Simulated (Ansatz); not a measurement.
Frontier orbitals of `[CH3][V](=[O])([F])[F]`.

```xyz
8

C     0.770   -0.676   -0.163
V    -0.705    0.623    0.145
O    -0.589    1.584   -1.064
F    -2.177   -0.272    0.096
F    -0.356    1.432    1.626
H     0.600   -1.172   -1.121
H     1.714   -0.129   -0.183
H     0.741   -1.390    0.664
```

Charge 0, multiplicity 1. Correlated methods include outer-core shells of V, which these sets cover unevenly. Scalar relativity is left out up to krypton. The geometry is a stationary point of PBE0-D4/def2-TZVP. Basis def2-TZVPP, Ansatz 0.2.0.

```json
{"functional": "PBE", "HOMO (eV)": "-7.88", "LUMO (eV)": "-4.49", "gap (eV)": "3.39"}
{"functional": "revPBE", "HOMO (eV)": "-7.80", "LUMO (eV)": "-4.38", "gap (eV)": "3.42"}
{"functional": "PBE0", "HOMO (eV)": "-9.43", "LUMO (eV)": "-3.41", "gap (eV)": "6.02"}
{"functional": "r2SCANh", "HOMO (eV)": "-8.81", "LUMO (eV)": "-4.02", "gap (eV)": "4.79"}
{"functional": "BHLYP", "HOMO (eV)": "-10.89", "LUMO (eV)": "-2.11", "gap (eV)": "8.78"}
{"functional": "LC-ωPBE", "HOMO (eV)": "-12.21", "LUMO (eV)": "-0.99", "gap (eV)": "11.22"}
{"functional": "ωB97M-V", "HOMO (eV)": "-11.77", "LUMO (eV)": "-0.99", "gap (eV)": "10.78"}
```

From PBE to PBE0 the HOMO moves by −1.55 eV and the LUMO by +1.09 eV, and with ωB97M-V by −3.89 and +3.50 eV, so the gap grows from 3.39 to 10.77 eV with exact exchange.

LC-ωPBE has ω = 0.4 bohr⁻¹.
